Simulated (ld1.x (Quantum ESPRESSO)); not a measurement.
**titanium: PAW pseudisation with PBE, scalar-relativistic reference atom.**

Input for ld1.x (Quantum ESPRESSO) 7.5:

```
&input
   title='Ti', zed=22., rel=1, dft='PBE', iswitch=3,
   config='[Ar] 3d2 4s2 4p0',
   nld=3, rlderiv=2.15, eminld=-7.0, emaxld=5.0, deld=0.02
 /
 &inputp
   pseudotype=3, lpaw=.true., tm=.true., lloc=-1, rcloc=1.35,
   nlcc=.true., new_core_ps=.true., rcore=1.45,
   which_augfun='BESSEL', rmatch_augfun=1.50,
   file_pseudopw='Ti.UPF', file_wfcaegen='ae.wfc', file_wfcncgen='nc.wfc', file_beta='beta', file_chi='chi', file_wfcusgen='us.wfc'
 /
6
3S  1  0   2.00   0.00  1.60  1.95  0.0
4S  2  0   2.00   0.00  1.60  1.95  0.0
3P  2  1   6.00   0.00  1.50  1.75  0.0
4P  3  1   0.00   0.00  1.50  1.75  0.0
3D  3  2   2.00   0.00  1.35  1.70  0.0
3D  3  2   0.00   0.25  1.35  1.70  0.0
 &test
   configts(1)='3s2 3p6 3d2 4s2 4p0'
 /
```

Command:

```bash
ld1.x < Ti.in > Ti.out
```

Resulting log (shortened: banner, matrices, multipoles, cross overlaps and the repeated all-electron block are left out):

```
Program LD1 v.7.5
     --------------------------- All-electron run ----------------------------

     Ti
     scalar relativistic calculation

     atomic number is 22.00
     dft =PBE   lsd =0 sic =0 latt =0  beta=0.20 tr2=1.0E-14
     Exchange-correlation= PBE
                           (   1   4   3   4   0   0   0)
     mesh =1177 r(mesh) = 100.37945 a.u. xmin = -7.00 dx = 0.01250
     1 Ry =  13.60569312 eV, c = 137.03599908

     n l     nl                  e(Ry)          e(Ha)          e(eV)
     1 0     1S 1( 2.00)      -357.8563      -178.9282     -4868.8833
     2 0     2S 1( 2.00)       -39.4641       -19.7321      -536.9370
     2 1     2P 1( 6.00)       -32.6525       -16.3262      -444.2596
     3 0     3S 1( 2.00)        -4.6035        -2.3017       -62.6334
     3 1     3P 1( 6.00)        -2.8562        -1.4281       -38.8608
     3 2     3D 1( 2.00)        -0.3130        -0.1565        -4.2588
     4 0     4S 1( 2.00)        -0.3283        -0.1641        -4.4667
     4 1     4P 1( 0.00)        -0.1078        -0.0539        -1.4663

     final scf error:  4.3E-15 reached in  24 iterations

     Etot =   -1707.131133 Ry,    -853.565567 Ha,  -23226.702321 eV

     Ekin =    1721.499962 Ry,     860.749981 Ha,   23422.200193 eV
     Encl =   -4058.485530 Ry,   -2029.242765 Ha,  -55218.508665 eV
     Eh   =     713.696309 Ry,     356.848154 Ha,    9710.332963 eV
     Exc  =     -83.841874 Ry,     -41.920937 Ha,   -1140.726812 eV

     normalization and overlap integrals

     s(1S/1S) =  1.000000  <r> =   0.0696  <r2> =    0.0065  r(max) =   0.0455
     s(2S/2S) =  1.000000  <r> =   0.3249  <r2> =    0.1249  r(max) =   0.2682
     s(2P/2P) =  1.000000  <r> =   0.2899  <r2> =    0.1037  r(max) =   0.2196
     s(3S/3S) =  1.000000  <r> =   1.0069  <r2> =    1.1699  r(max) =   0.8685
     s(3P/3P) =  1.000000  <r> =   1.0860  <r2> =    1.3907  r(max) =   0.9016
     s(3D/3D) =  1.000000  <r> =   1.6171  <r2> =    3.5729  r(max) =   0.9841
     s(4S/4S) =  1.000000  <r> =   3.5139  <r2> =   14.2499  r(max) =   2.9196
     s(4P/4P) =  1.000000  <r> =   4.8655  <r2> =   27.9402  r(max) =   3.7960

     ------------------------ End of All-electron run ------------------------

     --------------------- Generating PAW atomic setup --------------------

      Generating local potential from pseudized AE potential:
      Matching radius rcloc =   1.3500

      Local pseudo, rcloc= 1.362 Estimated cut-off energy=    13.31 Ry

      Computing core charge for nlcc:

       r > 1.47 : true rho core
      Core charge pseudized with two Bessel functions
      Integrated core pseudo-charge :   0.01
      Wfc-us  3S rcutus= 1.933  Estimated cut-off energy=    15.00 Ry
      Wfc-us  4S rcutus= 1.933  Estimated cut-off energy=    31.02 Ry
      Wfc-us  3P rcutus= 1.749  Estimated cut-off energy=    27.45 Ry
      Wfc-us  4P rcutus= 1.749  Estimated cut-off energy=    51.06 Ry
      Wfc-us  3D rcutus= 1.706  Estimated cut-off energy=    39.33 Ry
      Wfc-us  3D rcutus= 1.706  Estimated cut-off energy=    42.87 Ry

     Required augmentation: BESSEL   radius:    1.500000
     Suggested rho cutoff for augmentation:  43.82 Ry

     Estimated PAW energy = -183.208257 Ryd

     ------------------- End of pseudopotential generation -------------------

     Computing logarithmic derivative in   2.14948
     Computing logarithmic derivative in   2.14948
     Computing the partial wave expansion
     R is outside the sphere for l=    0 j= 0.00
     R is outside the sphere for l=    0 j= 0.00
     R is outside the sphere for l=    1 j= 0.00
     R is outside the sphere for l=    1 j= 0.00
     R is outside the sphere for l=    2 j= 0.00
     R is outside the sphere for l=    2 j= 0.00

     ---------------------- Testing the pseudopotential ----------------------

     Ti
     scalar relativistic calculation

     atomic number is 22.00   valence charge is 12.00
     dft = SLA  PW   PBX  PBC   lsd =0 sic =0 latt =0  beta=0.20 tr2=1.0E-14
     mesh =1177 r(mesh) = 100.37945 xmin = -7.00 dx = 0.01250

     n l     nl             e AE (Ry)        e PS (Ry)    De AE-PS (Ry)
     1 0     3S   1( 2.00)       -4.60347       -4.60341       -0.00005
     2 1     3P   1( 6.00)       -2.85621       -2.85616       -0.00006
     3 2     3D   1( 2.00)       -0.31302       -0.31298       -0.00004
     2 0     4S   1( 2.00)       -0.32830       -0.32830        0.00000
     3 1     4P   1( 0.00)       -0.10777       -0.10776       -0.00001

     eps = 2.1E-15  iter = 10

     Etot =   -1707.131133 Ry,    -853.565567 Ha,  -23226.702321 eV
     Etotps =  -183.208225 Ry,     -91.604112 Ha,   -2492.674882 eV

     Ekin =     136.950621 Ry,      68.475311 Ha,    1863.308126 eV
     Encl =    -329.316854 Ry,    -164.658427 Ha,   -4480.584050 eV
     Ehrt =      93.000097 Ry,      46.500049 Ha,    1265.330786 eV
     Ecxc =     -83.842090 Ry,     -41.921045 Ha,   -1140.729743 eV
     (Ecc =      -0.002664 Ry,      -0.001332 Ha,      -0.036251 eV)

     ---------------------- End of pseudopotential test ----------------------
```

The ghost test of this file was not conclusive. Its overlap operator is not positive definite in a basis up to 400 Ry (lowest eigenvalue s -0.01, p -1.69), so the file is unfit for use: the generalised eigenproblem breaks down once the basis is large enough, and its test numbers describe a broken file.

Generation and configuration tests took about 2.2 s on one core of a shared server CPU.
